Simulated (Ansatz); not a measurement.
Cost and result for the atomization energy of Cl$_{3}$H$_{3}$OSi$_{2}$ (`O[SiH](Cl)[SiH](Cl)Cl`) (9 atoms, 8 bonds).

Cartesian coordinates in Å:
```
O -0.5329 1.3550 -1.4819
Si 0.1122 1.0782 -0.0052
Cl 2.1553 1.2807 -0.0096
Si -0.3043 -1.1421 0.6263
Cl 0.8423 -1.6840 2.2299
Cl 0.2073 -2.2694 -1.0189
H -0.3066 0.7466 -2.1895
H -0.4612 2.0995 0.8955
H -1.7122 -1.4644 0.9536
```

The species carries charge 0 and has multiplicity 1. All single points use the PBE0-D4/def2-TZVP geometry. It is one conformer, not always the lowest. Program: Ansatz. All runs use 2 threads of an AMD EPYC 7R13 on a shared host and a share of an NVIDIA H100 80 GB. Times are those of one run each, without the atoms' runs, and a repeat can differ threefold. Electronic energies, without spin–orbit coupling; frozen cores. CCSD(T)/CBS adds CCSD(T) − MP2 in def2-TZVPP to the MP2 limit, and its time is that of the two runs behind it. T1 = 0.011. B3LYP takes the VWN-RPA correlation (the form of Gaussian; ORCA's B3LYP/G).

CCSD(T)/CBS is a level of theory with its own doubt, some kJ/mol a heavy atom from the limit and from the frozen cores, so smaller differences don't rank the functionals.

```tsv
level	functions	wall time
PBE-D4/def2-TZVPP (with forces)	283	3 s
PBE0-D4/def2-TZVPP	283	3.1 s
r2SCAN-D4/def2-TZVPP (with forces)	283	3.2 s
B3LYP-D4/def2-TZVPP (with forces)	283	3.9 s
B2PLYP/def2-TZVPP	283	4.2 s
ωB97X-V/def2-TZVPP	283	4.7 s
MP2/def2-QZVPP	497	5.5 s
ωB97M-V/def2-TZVPP (with forces)	283	6.5 s
CCSD(T)/def2-TZVPP	283	6.5 s
CCSD(T)/CBS(def2)	–	12 s
```

(1) What atomization energy does each give, and how far from CCSD(T)/CBS? (Estimate.)

Answers

(1) Computed: 
```csv
level,atomization (kcal/mol),difference from CCSD(T)/CBS,per bond
PBE-D4/def2-TZVPP (with forces),727.8,3.4,0.4
PBE0-D4/def2-TZVPP,717.7,-6.7,-0.8
r2SCAN-D4/def2-TZVPP (with forces),726.2,1.8,0.2
B3LYP-D4/def2-TZVPP (with forces),711.8,-12.6,-1.6
B2PLYP/def2-TZVPP,705.2,-19.2,-2.4
ωB97X-V/def2-TZVPP,726.9,2.5,0.3
MP2/def2-QZVPP,736.0,11.6,1.4
ωB97M-V/def2-TZVPP (with forces),725.1,0.7,0.1
CCSD(T)/def2-TZVPP,697.2,-27.2,-3.4
CCSD(T)/CBS(def2),724.4,0.0,0.0
```

In def2-TZVPP, CCSD(T) changes the Hartree–Fock value by +170.5 kcal/mol (the triples alone add +13.1 kcal/mol) and MP2 by +193.1 kcal/mol; breaking electron pairs costs correlation energy, which Hartree–Fock lacks. From PBE to PBE0 (25 % exact exchange), in def2-TZVPP and without D4, the atomization energy moves by −9.0 kcal/mol: exact exchange takes away binding that semilocal exchange gives to molecules. The D4 term adds +13.5 kcal/mol with B3LYP and +7.2 kcal/mol with PBE0; it sums over pairs of atoms, weighted by their polarisabilities, and B3LYP, whose exchange is more repulsive, gets the larger term.
